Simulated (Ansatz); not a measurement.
TaSe, multiplicity 4 (lowest of 2S+1 = 2, 4, 6, 8 at CCSD(T)/def2-TZVPP on PBE0 minima; our sources give no spin for the ground state, which may be another), most abundant isotopes (180.9480 and 79.9165 u). Constants from fifth-degree fits in 1/R to seven points on the lowest solution found; no spin–orbit coupling, no relativity up to Kr; ω_e x_e and α_e move by some per cent with the fit.

Correlated levels freeze the inner cores; with def2 sets outer-core shells near the valence are correlated too.

Run with Ansatz (a first-principles code). Values without a source in brackets are computed. In def2 rows elements past Kr take small-core potentials, without spin–orbit coupling.

```
level               r_e (Å)  ω_e (cm⁻¹)  ω_e x_e (cm⁻¹)  α_e (cm⁻¹)
------------------  -------  ----------  --------------  ----------
PBE/def2-TZVPP       2.2859       332.5           0.606    0.000137
CCSD(T)/def2-TZVPP   2.2835       346.0           0.565    0.000124
```

### Question
Derive the rotational constants, the centrifugal constant, the fundamental, the zero-point energy and the force constant.

### Answer

μ = 55.43389 u.
- PBE/def2-TZVPP: B_e = 16.8576/(μ r_e²) = 0.058199 cm⁻¹; B₀ = B_e − α_e/2 = 0.058130 cm⁻¹; D = 4B_e³/ω_e² = 7.13e-09 cm⁻¹; fundamental ω_e − 2ω_e x_e = 331 cm⁻¹; zero-point energy ω_e/2 − ω_e x_e/4 = 166 cm⁻¹; k = μ(2πcω_e)² = 361 N/m
- CCSD(T)/def2-TZVPP: B_e = 16.8576/(μ r_e²) = 0.058319 cm⁻¹; B₀ = B_e − α_e/2 = 0.058257 cm⁻¹; D = 4B_e³/ω_e² = 6.63e-09 cm⁻¹; fundamental ω_e − 2ω_e x_e = 345 cm⁻¹; zero-point energy ω_e/2 − ω_e x_e/4 = 173 cm⁻¹; k = μ(2πcω_e)² = 391 N/m

Doubts at one or more of the structures used: a spin-contaminated determinant (CCSD(T)/def2-TZVPP).
